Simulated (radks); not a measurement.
The neodymium ion Nd+ inside a hard spherical wall (all orbitals vanish at R), configuration held at [Xe] 4f4 6s1 and not refilled when levels cross. All-electron calculation, scalar-relativistic Kohn-Sham, LDA (Slater exchange, VWN5 correlation), spin-unpolarised, spherical densities, finite nucleus; Fermi nuclear charge, rms radius 4.9123 fm. Program: a radial shooting solver on a logarithmic mesh with Libxc functionals. Eigenvalues in eV, with the zero of energy where the potential of the charges vanishes at infinity; a dash marks a level that is unbound or too diffuse for the functional's potential to be trusted. A positive occupied level is held by the wall or, in an anion where self-interaction has pushed it up, behind a barrier. The pressure on the wall is -dE/dV.

R (bohr)  E (hartree)  kinetic (hartree)    e(5s)    e(5p)   e(6s)   e(4f)  e(5d, empty)  e(6p, empty)  pressure (GPa)
free       -9616.3810          10231.208  -46.624  -28.194  -8.448  -7.922        -7.532        -5.376               0
20         -9616.3810          10231.208  -46.624  -28.194  -8.448  -7.922        -7.532        -5.376        < 0.0001
15         -9616.3810          10231.208  -46.624  -28.194  -8.448  -7.922        -7.532        -5.375        < 0.0001
10         -9616.3805          10231.214  -46.593  -28.164  -8.416  -7.892        -7.504        -5.258          0.0146
8          -9616.3756          10231.253  -46.419  -27.996  -8.186  -7.718        -7.339        -4.698           0.228
7          -9616.3643          10231.323  -46.165  -27.753  -7.750  -7.460        -7.073        -3.826           0.878
6          -9616.3313          10231.490  -45.668  -27.283  -6.625  -6.939        -6.478        -1.855            3.53
5          -9616.2291          10231.952  -44.659  -26.334  -3.594  -5.819        -5.060         2.856            16.5
4          -9615.8505          10233.635  -42.139  -23.859   5.615  -2.812        -1.067        15.525             106
2.5        -9610.0762          10256.426  -20.841    0.683  88.610  21.436        34.497        112.05            4660
1.5        -9552.2934          10441.663   132.79   177.00  536.42  124.38        244.98        583.23          188000
